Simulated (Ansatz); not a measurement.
A structure relaxed at PBE0-D4/def2-TZVP, charge 0, multiplicity 1:

| atom | x (Å) | y (Å) | z (Å) |
| --- | --- | --- | --- |
| O1 | 1.1511 | -1.0555 | -2.3347 |
| Al2 | 1.0192 | 0.1348 | -1.1573 |
| F3 | 2.0133 | 1.4303 | -1.2868 |
| O4 | -0.0639 | 0.0449 | 0.1093 |
| Si5 | -0.9696 | 0.2728 | 1.4417 |
| H6 | 0.6130 | -1.8449 | -2.3386 |
| H7 | -0.1052 | 0.6196 | 2.6002 |
| H8 | -1.9428 | 1.3730 | 1.2138 |
| H9 | -1.7152 | -0.9749 | 1.7524 |

Task: Give its formula and SMILES.

Result: AlFH4O2Si, `[OH][Al]([F])[O][SiH3]`.

Task: Summarise the bond lengths by kind.

Result: 2 × Al–O 1.669 to 1.679 Å; 1 × H–O 0.955 Å; 1 × Al–F 1.638 Å; 1 × O–Si 1.627 Å; 3 × H–Si 1.486 Å.

All numbers were calculated with Ansatz.
